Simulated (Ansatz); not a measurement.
Start from `OCO[SiH2]S` and change one atom or group to get `N[SiH2]OCO`.

Ansatz, PBE0-D4/def2-TZVP geometries, multiplicity 1. Each molecule was computed in one conformer, which needn't be the lowest.

```csv
property,`OCO[SiH2]S`
size of the dipole moment (ωB97M-V/def2-TZVPP) / D,1.97
HOMO–LUMO gap (ωB97M-V/def2-TZVPP) / eV,11.85
size of the dipole moment (B3LYP/def2-TZVPP) / D,1.96
HOMO–LUMO gap (B3LYP/def2-TZVPP) / eV,7.40
LUMO energy (PBE0/def2-TZVPP) / eV,0.37
HOMO energy (B3LYP/def2-TZVPP) / eV,-7.34
```

**Question.** What does the change do to each property? (Best estimate.)

**Answer.** Computed: 
| property | `N[SiH2]OCO` | shift |
| --- | --- | --- |
| size of the dipole moment (ωB97M-V/def2-TZVPP) / D | 1.85 | -0.12 |
| HOMO–LUMO gap (ωB97M-V/def2-TZVPP) / eV | 12.30 | 0.45 |
| size of the dipole moment (B3LYP/def2-TZVPP) / D | 1.82 | -0.14 |
| HOMO–LUMO gap (B3LYP/def2-TZVPP) / eV | 7.86 | 0.46 |
| LUMO energy (PBE0/def2-TZVPP) / eV | 0.75 | 0.38 |
| HOMO energy (B3LYP/def2-TZVPP) / eV | -7.43 | -0.09 |

With PBE0 the HOMO falls by 0.08 eV and the LUMO rises by 0.38 eV, so the gap widens by about 0.46 eV. PBE moves the HOMO by 0.16 eV and ωB97M-V by -0.27 eV. Dipoles are sizes alone; their direction can turn.

B3LYP here is the variant with VWN-RPA as its local correlation; programs differ in this.
